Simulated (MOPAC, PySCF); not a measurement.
dihydrodimethylphenazine `CN1c2ccccc2N(C)c2ccccc21`, neutral singlet in the gas phase. 

Cartesian coordinates (Å):
```xyz
30

C     -0.0808     2.7294    -0.8265
N     -0.0356     1.3309    -0.4748
C      1.1765     0.7577    -0.0531
C      2.3147     1.5137     0.2408
C      3.5178     0.8898     0.6064
C      3.5754    -0.4935     0.7122
C      2.4304    -1.2629     0.4531
C      1.2354    -0.6571     0.0550
N      0.0776    -1.3859    -0.2671
C      0.1504    -2.8204    -0.4021
C     -1.1693    -0.7671    -0.0731
C     -2.3397    -1.4811     0.1989
C     -3.5709    -0.8203     0.3313
C     -3.6285     0.5630     0.2255
C     -2.4553     1.2955    -0.0134
C     -1.2283     0.6478    -0.1813
H     -0.9448     2.9150    -1.4794
H      0.8271     2.9961    -1.3850
H     -0.1583     3.4026     0.0506
H      2.2737     2.6007     0.1816
H      4.3991     1.5011     0.8124
H      4.5029    -0.9914     1.0030
H      2.4798    -2.3460     0.5599
H     -0.6911    -3.1739    -1.0138
H      0.1233    -3.3568     0.5675
H      1.0808    -3.0928    -0.9194
H     -2.3013    -2.5647     0.3051
H     -4.4749    -1.4020     0.5246
H     -4.5787     1.0905     0.3340
H     -2.5074     2.3821    -0.0731
```
Charge 0, spin multiplicity 1.

All levels are single points at this geometry (B3LYP-D3(BJ)/def2-SVP); Pople sets use spherical d functions. Orbital energies aren't observables, and empty levels follow the basis.

| level | HOMO (eV) | LUMO (eV) | gap (eV) | dipole (D) | vertical IE, Delta-SCF (eV) |
|---|---|---|---|---|---|
| PBE-D3(BJ)/def2-SVP in PySCF | -3.86 | -0.98 | 2.88 | 0.62 | 6.02 |
| PBE0-D3(BJ)/def2-SVP in PySCF | -4.76 | -0.13 | 4.62 | 0.51 | 6.18 |
| B3LYP/3-21G in PySCF | -4.26 | 0.08 | 4.34 | 0.40 | – |
| B3LYP/6-31G* in PySCF | -4.30 | 0.04 | 4.35 | 0.44 | 5.90 |
| M06-2X/6-31G* in PySCF | -5.52 | 0.92 | 6.44 | 0.37 | – |
| PBE/6-31G* in PySCF | -3.62 | -0.69 | 2.93 | 0.53 | 5.80 |
| SVWN5/6-31G* in PySCF | -3.77 | -0.89 | 2.88 | 0.53 | 5.98 |
| HF/6-31G* in PySCF | -6.42 | 3.86 | 10.28 | 0.21 | 5.37 |
| AM1 in MOPAC | -7.38 | 0.27 | 7.65 | 0.17 | – |
